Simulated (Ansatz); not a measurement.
Geometry optimisation, Ansatz, RKS r2SCAN/def2-SVP.

input.yaml

```yaml
crystal:
  periodic: [false, false, false]
  atoms:
    - { symbol: Ga, position_ang: [-0.167864, 0.422102, -0.3771] }
    - { symbol: Cl, position_ang: [0.09077, 0.081337, 3.03317] }
    - { symbol: H, position_ang: [1.195882, -0.24168, -0.6508] }
    - { symbol: O, position_ang: [-1.806671, -0.144346, -0.789374] }
    - { symbol: H, position_ang: [-1.846107, -1.036833, -1.155509] }
    - { symbol: O, position_ang: [-0.24929, 2.055215, 0.361269] }
    - { symbol: H, position_ang: [-1.150917, 2.407831, 0.34879] }
    - { symbol: H, position_ang: [0.035698, 1.251574, 2.391755] }
basis:
  gaussian: { orbitals: def2-SVP }
hamiltonian:
  xc: r2scan
relax:
  f_tol: 0.03
  max_steps: 50
```

Run as:

```bash
$ ansatz run input.yaml --threads 4 --pin off --max-ram 5120MiB --backend cpu --events-out ev --progress --plain --runs-dir out
```

Task: Where does it end, and by what steps?

Result: The forces met the threshold. The force dipped under the threshold on the way, but the program's further checks kept it going. After 18 steps the energy has fallen by 1.298 eV; H8 moved furthest, 1.25 Å. Parted: Cl2–H8. Joined: Ga1–Cl2, O6–H8.

```tsv
step	energy less start (eV)	largest force component (eV/Å)	accepted
0	0.0000	0.872	yes
1	-0.1147	0.344	yes
2	-0.1607	0.597	yes
3	-0.1949	0.805	yes
4	-0.2816	0.984	yes
5	-0.5328	1.806	yes
6	-0.7586	3.080	yes
7	-1.1099	1.009	yes
8	-1.1663	1.585	yes
9	-1.1592	2.298	no
10	-1.2467	0.364	yes
11	-1.2680	0.298	yes
12	-1.2817	0.301	yes
13	-1.2911	0.301	yes
14	-1.2962	0.116	yes
15	-1.2945	0.342	no
16	-1.2975	0.026	yes
17	-1.2981	0.047	yes
18	-1.2982	0.023	yes
```

```xyz
8
Properties=species:S:1:pos:R:3
Ga 0.070 -0.007 0.276
Cl 0.124 -0.529 2.403
H 1.325 -0.243 -0.597
O -1.626 0.077 -0.371
H -1.902 -0.578 -1.021
O -0.292 2.021 0.623
H -1.202 1.952 0.262
H -0.396 2.102 1.587
```

Whether the end is a true minimum wasn't checked by a vibrational analysis.

Time of the run: 32 s on 4 threads of Intel(R) Xeon(R) Platinum 8259CL CPU @ 2.50GHz (Skylake/Cascade Lake), on a shared host, peak memory 0.2 GiB.
